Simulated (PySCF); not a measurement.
SMILES c1c[se]c(-c2ccsc2)c1 (C8H6SSe), singlet at its GFN2-xTB optimised geometry (Å):

```
16

C      0.0842    -3.0244     0.0000
C      1.4420    -3.0244     0.0000
Se     2.1437    -1.3117     0.0000
C      0.3665    -0.6921    -0.0012
C      0.0566     0.7169    -0.0019
C      1.0467     1.7433    -0.0022
C      0.5215     2.9886    -0.0028
S     -1.2001     2.9623    -0.0031
C     -1.2056     1.2473    -0.0022
C     -0.5095    -1.7442    -0.0007
H     -0.4990    -3.9302     0.0006
H      2.0862    -3.8846     0.0005
H      2.1044     1.5328    -0.0020
H      1.0332     3.9302    -0.0032
H     -2.1437     0.7304    -0.0021
H     -1.5774    -1.6081    -0.0007
```

Level of theory: PBE0/def2-TZVP in PySCF 2.14.0.

Map of the LUMO amplitude (bohr^(-3/2)) on the plane z = 1.0 Å; orbital energy -1.25 eV, overall sign arbitrary:

```
|==============+++========|
|=============+++++=======|
|=============++++++======|
|=========--==+++++++=====|
|========-::-=+++++++=====|
|=======-:..:=**++++++====|
|=======-: .-+***+++++====|
|=========--=+***++++++===|
|===+++++****++*+++++++===|
|==+++++*#@@*+==++++++++==|
|==+++++*%@@*-:-=++++++++=|
|==+++++*###=..:=++++++++=|
|===+++++**+-  :=+**++++++|
|===++++++++-  :+#%#*+++++|
|===++++++**+-.-*@@%*+++++|
|===+++++*#%%*==*@@%*+++++|
|====++++*#%@#+==*#**+++++|
|====+++++*%%#+-:-++++++++|
|====+++++*###=. .-=+++++=|
|====++++++**+=: .-===++==|
|=====++++++++=-:--=======|
|======++++++===--========|
|======++++++=============|
|========++++=============|
|=========++==============|
```
Scale: ten equal steps from -0.068 (start of ' ') to 0.068 (end of '@'), in the order ' .:-=+*#%@'; x runs from -6.00 to 6.00, y from -6.00 (bottom) to 6.00 (top).
